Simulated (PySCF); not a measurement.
## As: excitation energy

As [Ar] 3d10 4s2 4p3 (4S) → As [Ar] 3d10 4s1 4p3 5s1 (6S), as a difference of total energies. Computed with PySCF 2.14 in x2c-TZVPPall with one added diffuse shell each of s, p, d type (7s6p5d1f, 57 functions), with scalar relativity by spin-free X2C-1e. Correlated levels: valence and next inner shell: [Ne] frozen. The calculations carry no spin-orbit coupling.

| method | excitation energy (eV) |
| --- | --- |
| UHF | 11.387 |
| MP2 (valence and next inner shell) | 12.796 |
| SCS-MP2 (valence and next inner shell) | 13.172 |
| CCSD (valence and next inner shell) | 12.854 |
| CCSD(T) (valence and next inner shell) | 12.937 |

Question: How much does correlation contribute at CCSD(T) (valence and next inner shell)?

Answer: 12.937 − (11.387) = 1.550 eV, measured against UHF.

The upper state lies above the first ionisation limit, but in LS coupling its spin forbids autoionisation to the ground ion. A Rydberg-like electron needs more diffuse functions than a valence basis has.

The promoted electron is Rydberg-like, and one or two diffuse shells describe it only roughly, which tends to raise the upper state.
